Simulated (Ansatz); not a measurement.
CH$_{6}$SeSi (`[SiH3]C[SeH]`), relaxed with RKS PBE0-D4/def2-TZVP in Ansatz 0.2.0 from a PBE-D4/def2-SVP geometry. The force threshold is 0.005 eV/Å; the program also tests the step.

The species carries charge 0 and has multiplicity 1.

Start:

```xyz
9

Si   -0.885    0.680   -0.001
C     0.481   -0.485   -0.611
Se    1.217   -1.594    0.853
H    -2.027   -0.119    0.560
H    -1.389    1.543   -1.131
H    -0.331    1.577    1.073
H     0.060   -1.217   -1.331
H     1.302    0.051   -1.127
H     1.572   -0.435    1.716
```

| step | energy (eV) | largest force (eV/Å) | largest move (Å) |
| --- | --- | --- | --- |
| 1 | -74350.1963 | 0.570 | 0.000 |
| 2 | -74350.2269 | 0.157 | 0.034 |
| 3 | -74350.2292 | 0.048 | 0.020 |
| 4 | -74350.2298 | 0.016 | 0.010 |
| 5 | -74350.2301 | 0.062 | 0.051 |
| 6 | -74350.2305 | 0.016 | 0.023 |
| 7 (rejected) | -74350.2295 | 0.123 | 0.018 |
| 8 | -74350.2305 | 0.004 | 0.009 |
| 9 | -74350.2305 | 0.002 | 0.011 |

End:

```xyz
9

Si   -0.858    0.669    0.003
C     0.481   -0.480   -0.628
Se    1.235   -1.555    0.824
H    -1.971   -0.124    0.580
H    -1.381    1.518   -1.105
H    -0.288    1.555    1.052
H     0.054   -1.208   -1.321
H     1.282    0.048   -1.146
H     1.445   -0.425    1.740
```

Run time 37 s (2 threads of an Arm Neoverse V1 on a shared host); peak host memory 0.35 GiB.
